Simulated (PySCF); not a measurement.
SbF₂Br, SMILES [F][Sb]([F])[Br].

Geometry: B3LYP-D3(BJ)/def2-SVP. The def2 effective core potentials stand for the cores of Sb; spin–orbit coupling is left out.

The numbers are results of B3LYP/def2-TZVPD (PySCF), not measurements.

Symmetry labels are those of the subgroup Cs that the program uses (full group Cs).

Computed valence orbital energies around the gap with their symmetry:
```csv
orbital,symmetry,energy (eV)
HOMO−7,A',-12.26
HOMO−6,A',-12.04
HOMO−5,A",-11.45
HOMO−4,A",-11.22
HOMO−3,A',-11.13
HOMO−2,A',-9.13
HOMO−1,A",-8.75
HOMO,A',-8.61
LUMO,A',-2.40
LUMO+1,A",-2.39
LUMO+2,A',-1.60
LUMO+3,A',0.05
```
